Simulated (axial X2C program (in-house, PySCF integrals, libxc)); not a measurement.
# What spin–orbit coupling does to NbB⁺

All values were computed with an in-house all-electron X2C program for linear molecules (integrals from PySCF). Spin-free means the one-electron spin-free X2C Hamiltonian; two-component (2c) means X2C with spin–orbit coupling and atomic mean-field two-electron Coulomb and Gaunt terms, so the difference of the two also holds small scalar two-electron terms. Basis: Nb dyall-cv3z [11s12p9d5f3g], B dyall-v3z [7s6p2d1f] (cores contracted in-house); Gaussian nuclei, density fitting, unrestricted open shells. Masses: Nb 92.906 u, B 11.009 u.

Spin-free state: M_S = 5/2, Λ = 0 (beyond evenly filled blocks: σα, π+α, π-α, δ+α, δ-α); fragments Nb+ + B.

```
  level  Re (Å)  ωe (cm⁻¹)  De (eV)  μ (D)
   PBE0   2.094      578.1    3.021  -1.57
   CCSD   2.106      523.7    2.448    n/a
CCSD(T)   2.087      561.5    2.668    n/a
   BP86   2.110      579.6    3.481  -1.31
```

Correlated methods: 15 electrons correlated (number of frozen shells: Nb 3 s, 2 p, 1 d; B 1 s), 273 virtual spin orbitals or spinors in MP2, 90 natural virtuals in coupled cluster.

Dipoles are positive if B is the positive end and refer to the centre of mass.

Two-component determinant lowest at the distance of the search:

Ω = 5/2 (⟨Sz⟩ = 2.50, ⟨Lz⟩ = 0.00 at HF); fragments Nb+ + B.

```
  level  Re (Å)  ωe (cm⁻¹)  μ (D)
   PBE0   2.093      577.9  -1.57
   CCSD   2.105      522.8    n/a
CCSD(T)   2.086      560.7    n/a
   BP86   2.109      578.9  -1.31
```

**Question.** From the two tables, how do the constants change at the CCSD(T) level (2c against spin-free)?

**Answer.** At the CCSD(T) level Re drops by 0.001 Å and ωe falls by 0.8 cm⁻¹.

Occupations by symmetry block were frozen at the best pattern of an incomplete PBE0 search. De is counted from the lowest determinant-based energies of the atoms at the same level, without counterpoise correction. De is not given where an atomic determinant may have missed its ground term or J level, or where the truncated virtual space spoils (T). Density functionals use the spin component along the axis (collinear). CCSD and (T) use frozen natural virtuals with an MP2 correction for the truncation; (T) itself is uncorrected, so its De runs slightly low. Other states lie close and PBE0, whose exact exchange favours high spin, may order them wrongly; the determinant shown need not be the ground state. The nearest other spin-free determinant of the search, M_S = 5/2, Λ = 2, lies 0.40 eV up at the distance of the search. The functionals have no current-density term, which raises determinants with orbital currents, atoms included. With several unpaired electrons one determinant need not be a pure state. This is the top spin component of a Σ state; components of lower Ω are not single determinants and can lie lower.
